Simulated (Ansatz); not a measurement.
Relaxation of GaH2Et (C₂H₇Ga) with RKS PBE0-D4/def2-SVP.

```sh
$ ansatz run in.yaml --threads 4 --pin off --events-out ev --progress --plain --max-ram 3916MiB
```

```yaml
crystal:
  periodic: [false, false, false]
  atoms:
    - {symbol: Ga, position_ang: [0.755360, 1.402270, 0.582720]}
    - {symbol: H, position_ang: [2.338680, 1.511270, 0.581650]}
    - {symbol: H, position_ang: [0.069900, 2.832330, 0.518890]}
    - {symbol: C, position_ang: [-0.268070, -0.361100, 0.577040]}
    - {symbol: C, position_ang: [-0.442860, -0.910150, -0.849860]}
    - {symbol: H, position_ang: [-1.258510, -0.225860, 1.033520]}
    - {symbol: H, position_ang: [0.262960, -1.108690, 1.182790]}
    - {symbol: H, position_ang: [-0.981670, -1.858450, -0.837480]}
    - {symbol: H, position_ang: [-1.003620, -0.206640, -1.468030]}
    - {symbol: H, position_ang: [0.527830, -1.074970, -1.321250]}
basis:
  gaussian: {orbitals: def2-SVP}
hamiltonian: {xc: pbe0, dispersion: d4}
scf: {omitted_lower_state_checks: [starts]}
output: {orbitals: {seedname: orbitals}}
relax: {f_tol: 0.02, max_steps: 100}
```

It took 5.5 s on 4 threads of Arm Neoverse V2 on a shared host.

Positions (Å) and forces (eV/Å) at steps 1, 2, 3, 4 of 4:

```xyz
10
step=1 energy=-54547.7718 eV
Ga    0.755    1.402    0.583   -0.194   -0.316    0.038
H     2.339    1.511    0.582   -0.077   -0.238    0.005
H     0.070    2.832    0.519   -0.164   -0.183    0.004
C    -0.268   -0.361    0.577    0.291    0.456   -0.306
C    -0.443   -0.910   -0.850    0.200    0.458    0.645
H    -1.259   -0.226    1.034   -0.050    0.129    0.119
H     0.263   -1.109    1.183    0.129    0.036    0.145
H    -0.982   -1.858   -0.837   -0.183   -0.329   -0.084
H    -1.004   -0.207   -1.468   -0.198    0.119   -0.306
H     0.528   -1.075   -1.321    0.245   -0.133   -0.261
10
step=2 energy=-54547.8295 eV
Ga    0.750    1.396    0.584   -0.056   -0.108   -0.065
H     2.337    1.373    0.584   -0.133    0.074    0.010
H    -0.048    2.766    0.520    0.130   -0.077    0.020
C    -0.248   -0.327    0.572    0.116    0.197   -0.101
C    -0.429   -0.887   -0.849    0.040    0.118    0.351
H    -1.227   -0.162    1.050   -0.031   -0.053   -0.017
H     0.304   -1.045    1.200   -0.024   -0.052   -0.017
H    -0.975   -1.840   -0.828   -0.059   -0.112   -0.062
H    -1.000   -0.200   -1.491   -0.051    0.041   -0.066
H     0.535   -1.074   -1.342    0.069   -0.028   -0.052
10
step=3 energy=-54547.8360 eV
Ga    0.746    1.390    0.577   -0.022   -0.034    0.007
H     2.326    1.393    0.583   -0.028    0.013   -0.006
H    -0.025    2.767    0.522    0.026   -0.016   -0.001
C    -0.248   -0.326    0.574    0.031    0.050   -0.053
C    -0.429   -0.886   -0.843    0.014    0.042    0.126
H    -1.231   -0.171    1.048   -0.002   -0.014   -0.001
H     0.300   -1.051    1.198   -0.009   -0.009   -0.001
H    -0.976   -1.843   -0.832   -0.009   -0.020   -0.025
H    -1.000   -0.199   -1.488   -0.010   -0.001   -0.024
H     0.537   -1.074   -1.338    0.008   -0.011   -0.021
10
step=4 energy=-54547.8366 eV
Ga    0.742    1.389    0.578    0.003   -0.004   -0.005
H     2.320    1.392    0.558   -0.001    0.001   -0.002
H    -0.018    2.771    0.543    0.000    0.001    0.003
C    -0.252   -0.323    0.574    0.000   -0.003   -0.003
C    -0.426   -0.887   -0.840    0.014    0.016    0.001
H    -1.237   -0.171    1.044   -0.003   -0.001    0.002
H     0.293   -1.048    1.202   -0.005    0.000   -0.001
H    -0.974   -1.844   -0.834    0.001   -0.002    0.001
H    -0.992   -0.202   -1.493    0.003   -0.007    0.002
H     0.543   -1.078   -1.332   -0.010   -0.001    0.002
```
